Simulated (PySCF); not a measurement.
Delta-SCF ions had no search for a lower state. Excitations are Tamm–Dancoff values on a coarser integration grid. The basis has no diffuse functions, so Rydberg states are missing or too high.

CH$_{6}$OSi$_{2}$, SMILES `[SiH2]=CO[SiH3]` (Si–C–O–Si torsion 0°) (charge 0, multiplicity 1)

These are TPSSh-D3(BJ)/def2-TZVP // B3LYP-D3(BJ)/def2-TZVP in PySCF values and carry that method's errors.

```
Item                                                              Result
-------------------------------------------  ---------------------------
HOMO                                                            -5.38 eV
dipole moment                                                     0.68 D
LUMO                                                            -1.36 eV
HOMO–LUMO gap                                                    4.03 eV
S1 excitation (TDA)                                              4.43 eV
S1 oscillator strength                                             0.001
brightest of the four lowest singlets (TDA)                      5.10 eV
T1 excitation (TDA)                                              2.36 eV
S1–T1 gap (TDA)                                                  2.07 eV
vertical ionisation energy (Delta-SCF)                           7.85 eV
total energy                                                -695.9990 Ha
cost                                         very roughly 7 core-minutes
```

```xyz
10

Si     1.8146    -0.0269     0.2334
C      0.6232     0.8239    -0.6895
O     -0.7338     0.7060    -0.7314
Si    -1.6493    -0.3640     0.1475
H      3.2203     0.3500     0.0420
H      1.4896    -1.0972     1.1880
H      0.9727     1.5980    -1.3680
H     -3.0472    -0.1062    -0.2409
H     -1.4422    -0.1308     1.5962
H     -1.2478    -1.7528    -0.1773
```
Charge 0, spin multiplicity 1.
